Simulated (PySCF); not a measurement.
Species: C7H15OPSi.
Bonds: C1–C2 (double), C2–C3, C3–P4, P4–C5, C5–Si6, P4–C7, C7–C8, C8–C9, C8–O10 (double). Hydrogens: H11, H12 on C1; H13 on C2; H14, H15 on C3; H16, H17 on C5; H18, H19, H20 on Si6; H21, H22 on C7; H23, H24, H25 on C9.

Computed with PySCF at PBE0/pcSseg-1, non-relativistic, on one gas-phase PBE0-D3(BJ)/def2-SVP geometry that isn't relaxed in the solvent. The solvent is an IEF-PCM continuum (van der Waals radii × 1.2). The model holds no explicit solvent molecules, cavitation or dispersion.

Gas phase at PBE0/pcSseg-1: HOMO -6.75 eV, LUMO -0.67 eV, dipole 2.11 D.

Question: What does the continuum do to the energy, the frontier levels and the dipole at PBE0/pcSseg-1 in benzene and methanol?

Answer: 
```json
{"solvent": "benzene", "ε": "2.271", "E(solvent) − E(gas) (kJ/mol)": "-11.41", "polarisation term (kJ/mol)": "-12.22", "distortion of the solute (kJ/mol)": "0.81", "HOMO (eV)": "-6.71", "LUMO (eV)": "-0.63", "dipole (D)": "2.48"}
{"solvent": "methanol", "ε": "32.61", "E(solvent) − E(gas) (kJ/mol)": "-25.94", "polarisation term (kJ/mol)": "-30.75", "distortion of the solute (kJ/mol)": "4.81", "HOMO (eV)": "-6.71", "LUMO (eV)": "-0.63", "dipole (D)": "3.07"}
```

The polarisation term is half the interaction of the solute with the surface charges that it induces; the rest is the cost of distorting the solute's density. The sum is the electrostatic part of solvation alone. From benzene to methanol the lowering changes by a factor 2.27, Onsager's factor (ε − 1)/(2ε + 1) by 2.08 and ε itself by 14.4.

Question: Which radius a makes the point-dipole formula ΔE = −[(ε − 1)/(2ε + 1)]·μ²/a³ give the value in methanol, with the gas-phase dipole?

Answer: μ = 0.829 au and |ΔE| = 0.00988 Eh give a = 1.70 Å; the farthest nucleus lies 4.52 Å from the centroid of the nuclei, so such a sphere wouldn't even hold the nuclei. The formula assumes a rigid point dipole at the centre of a sphere.

Question: Which Hirshfeld charges (PBE0/pcSseg-1) respond most in benzene (means over atoms taken as equivalent)?

Answer: 
```csv
atoms,environment,gas (e),solvent (e),change
O10,ketone oxygen,-0.224,-0.240,-0.016
P4,phosphine phosphorus,+0.164,+0.159,-0.005
C1,terminal =CH2 carbon,-0.098,-0.103,-0.005
H16/H17,methylene hydrogen,+0.043,+0.046,+0.003
H12,vinylic hydrogen,+0.039,+0.036,-0.003
H13,vinylic hydrogen,+0.040,+0.043,+0.003
```

Question: How do the nuclear quadrupole coupling constants eQVzz/h respond in benzene?

Answer: 
| nucleus | Q (barn) | gas (MHz) | solvent (MHz) | η gas | η solvent |
| --- | --- | --- | --- | --- | --- |
| 17O at O10 | -0.0256 | 12.06 | 11.91 | 0.44 | 0.41 |
